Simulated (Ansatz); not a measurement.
Species: C3H4NSSi (charge 0, doublet). It need not be the lowest isomer of its formula. 
Structure (B3LYP-D3(BJ)/def2-TZVP (Ansatz, a quantum-chemistry and plane-wave program) minimum search):
SMILES: s1c([SiH3])n[c]c1
```xyz
10

Si    -2.1335     0.3854    -0.2434
C     -0.2743     0.2689    -0.0501
N      0.5443     1.3094    -0.0588
C      1.7966     0.9278     0.0974
C      2.0848    -0.3888     0.2389
S      0.5764    -1.2330     0.1627
H     -2.6723    -0.9911    -0.1783
H     -2.4609     0.9983    -1.5480
H     -2.6973     1.2042     0.8505
H      3.0252    -0.8925     0.3748
```
Charge 0, spin multiplicity 2.

Atomisation energy built up term by term with Ansatz (kcal/mol; UHF references for open shells; valence terms freeze the core; atomic spin-orbit terms are left out). CBS marks a two-point X^-3 extrapolation of the correlation energy; Hartree-Fock from the larger set.

The UHF reference is spin-contaminated (<S^2> 0.41 over the pure value in the largest basis). 

```tsv
term	basis	kcal/mol
Hartree-Fock	cc-pV(Q+d)Z	635.74
CCSD correlation	CBS(cc-pV(T+d)Z,cc-pV(Q+d)Z)	263.78
(T)	CBS(cc-pV(T+d)Z,cc-pV(Q+d)Z)	26.99
core correlation	cc-pwCVTZ	4.00
scalar relativity (X2C)	cc-pVTZ-DK against cc-pVTZ	-1.65
sum: De		928.9
```

(T) makes 2.9 % of the CCSD(T) atomisation energy; under 5 % is typical of single-reference molecules.
